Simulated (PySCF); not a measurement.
Method: B3LYP-D3(BJ)/def2-TZVP // PBE0-D4/def2-TZVP (PySCF). All species are isolated molecules in the gas phase. One relaxed conformer stands for a flexible species; it need not be the lowest. B3LYP has the VWN-RPA correlation part, as in Gaussian. Excitations are Tamm–Dancoff values on a coarser integration grid. The basis has no diffuse functions, so Rydberg states are missing or too high.

Reference species (SMILES): `B=NBN` (neutral, multiplicity 1).

```yaml
T1 excitation (TDA): 5.16 eV
brightest of the four lowest singlets (TDA): 6.25 eV
```

Changed species: `BNB=N`.

What does the change do to the T1 excitation (TDA) and brightest of the four lowest singlets (TDA)?

the T1 excitation (TDA) rises by 0.06 eV, to 5.22 eV; the brightest of the four lowest singlets (TDA) falls by 0.18 eV, to 6.07 eV.
